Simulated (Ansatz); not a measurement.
Consider the ligand exchange at a B–N bond: `BN1C[SiH2]1` + `CN[SiH2]N` → `BN[SiH2]NC` + `C1N[SiH2]1`.

Calculated with Ansatz (gas phase, PBE0-D4/def2-TZVP geometries, no zero-point term in ΔE). CCSD(T)/CBS adds triple-zeta CCSD(T) − MP2 to the extrapolated MP2 energy (def2 sets, frozen cores). DFT in def2-TZVPP. B3LYP here is the variant with VWN-RPA as its local correlation; programs differ in this. One conformer a species, not always the lowest.

| level | ΔE (kJ/mol) | difference from CCSD(T)/CBS |
| --- | --- | --- |
| PBE-D4 | 2.8 | 1.0 |
| r2SCAN-D4 | 3.8 | 2.0 |
| ωB97X-V | 2.7 | 0.9 |
| ωB97M-V | 2.2 | 0.4 |
| B2PLYP | 4.5 | 2.7 |
| PBE0 | 3.8 | 2.0 |
| B3LYP | 5.9 | 4.1 |
| HF/def2-TZVPP | 7.3 | 5.5 |
| MP2/def2-TZVPP | 3.0 | 1.2 |
| SCS-MP2/def2-TZVPP | 3.3 | 1.5 |
| CCSD/def2-TZVPP | 2.3 | 0.5 |
| CCSD(T)/def2-TZVPP | 1.0 | -0.8 |
| HF/def2-QZVPP | 7.5 | 5.7 |
| HF/CBS(def2) | 7.6 | 5.8 |
| MP2/CBS(def2) | 3.8 | 2.0 |
| CCSD/CBS(def2) | 3.0 | 1.2 |
| CCSD(T)/CBS | 1.8 | 0 |

Largest T1 diagnostic among the species: 0.014.

In def2-TZVPP, CCSD(T) changes the Hartree–Fock value by −6.2 kJ/mol (the triples alone add −1.2 kJ/mol) and MP2 by −4.2 kJ/mol.
